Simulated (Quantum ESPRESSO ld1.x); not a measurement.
The numbers below are computed, except where a source is named.
Q: W36+, 38 electrons, occupied as [Kr] 4d2. Code: ld1.x of Quantum ESPRESSO 7.5. Model: scalar-relativistic Kohn-Sham, LDA (Slater exchange, VWN5 correlation), spin-polarised, spherical densities, point nucleus; open shells are filled with parallel spins first. Some entries of the table are withheld. Estimate them.

orbital  occ.  eigenvalue (eV)  <r> (bohr)  <r^2> (bohr^2)
1s up       1         -70965.8     0.01836       0.0004634
1s down     1         -70965.7     0.01836       0.0004634
2s up       1         -13517.3     0.07758        0.007120
2s down     1         -13515.1     0.07757        0.007119
2p up       3         -12017.6     0.06943        0.005889
2p down     3         -12015.7     0.06943        0.005888
3s up       1         -4247.95      0.1994         0.04539
3s down     1         -4246.42      0.1993         0.04536
3p up       3         -3803.03      0.1990         0.04585
3p down     3         -3801.41      0.1989         0.04581
3d up       5         -3301.26      0.1796         0.03765
3d down     5         -3299.24      0.1796         0.03762
4s up       1         -1889.61      0.4080          0.1870
4s down     1         -1884.04      0.4081          0.1871
4p up       3         -1725.96         (1)          0.2000
4p down     3         -1720.47         (2)          0.2002
4d up       2         -1531.00      0.4202          0.2018
4d down     0         -1525.51      0.4205          0.2020

A: 
(1) 4p up <r> (bohr): 0.4206
(2) 4p down <r> (bohr): 0.4208
